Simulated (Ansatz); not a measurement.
Program: Ansatz 0.2.0.

A structure relaxed at PBE0-D4/def2-TZVP, charge 0, multiplicity 1:

```xyz
13

C     2.217    1.087    1.501
C     1.295    0.309    0.951
S     1.006    0.262   -0.785
Si   -0.998   -0.434   -0.851
O    -1.138   -1.614    0.265
O    -1.250   -0.891   -2.398
O    -2.153    0.656   -0.483
H     2.398    1.044    2.569
H     2.817    1.775    0.917
H     0.702   -0.380    1.542
H    -2.006   -1.721    0.660
H    -0.603   -1.476   -2.795
H    -2.288    1.383   -1.093
```

Give its formula and SMILES.

C2H6O3SSi, `C=CS[Si](O)(O)O`.

Point group (tolerance 0.08 Å, 0.16 Å for H)?

C1.

Summarise the bond lengths by kind.

1 × C–C 1.326 Å; 3 × C–H 1.083 to 1.084 Å; 1 × C–S 1.761 Å; 1 × S–Si 2.123 Å; 3 × O–Si 1.630 to 1.633 Å; 3 × H–O 0.958 to 0.960 Å.
